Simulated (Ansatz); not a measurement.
`OB1CC1Br` and `NB1CC1Br` differ in one atom or group.

Ansatz, PBE0-D4/def2-TZVP geometries, multiplicity 1. Each molecule was computed in one conformer, which needn't be the lowest.

Scalar relativity is left out up to krypton.

```
                                          property  `OB1CC1Br`
                LUMO energy (PBE0/def2-TZVPP) / eV       -0.98
               HOMO energy (B3LYP/def2-TZVPP) / eV       -6.83
               HOMO–LUMO gap (PBE/def2-TZVPP) / eV        3.81
           HOMO–LUMO gap (ωB97M-V/def2-TZVPP) / eV       10.37
size of the dipole moment (ωB97M-V/def2-TZVPP) / D        1.80
             HOMO–LUMO gap (B3LYP/def2-TZVPP) / eV        5.64
```

(1) Give the same properties after the change, and the shifts. (An estimate is asked.)

## Answers

(1) Computed: 
```json
{"property": "LUMO energy (PBE0/def2-TZVPP) / eV", "`NB1CC1Br`": "-0.51", "shift": "0.47"}
{"property": "HOMO energy (B3LYP/def2-TZVPP) / eV", "`NB1CC1Br`": "-6.60", "shift": "0.23"}
{"property": "HOMO–LUMO gap (PBE/def2-TZVPP) / eV", "`NB1CC1Br`": "4.08", "shift": "0.27"}
{"property": "HOMO–LUMO gap (ωB97M-V/def2-TZVPP) / eV", "`NB1CC1Br`": "10.58", "shift": "0.21"}
{"property": "size of the dipole moment (ωB97M-V/def2-TZVPP) / D", "`NB1CC1Br`": "3.28", "shift": "1.48"}
{"property": "HOMO–LUMO gap (B3LYP/def2-TZVPP) / eV", "`NB1CC1Br`": "5.88", "shift": "0.24"}
```

With PBE0 the HOMO rises by 0.23 eV and the LUMO rises by 0.47 eV, so the gap widens by about 0.24 eV. PBE moves the HOMO by 0.21 eV and ωB97M-V by 0.23 eV. Dipoles are sizes alone; their direction can turn.

B3LYP here is the variant with VWN-RPA as its local correlation; programs differ in this.

Spin–orbit coupling is left out; it splits and shifts lone-pair levels of the heavy atoms by tenths of an eV.
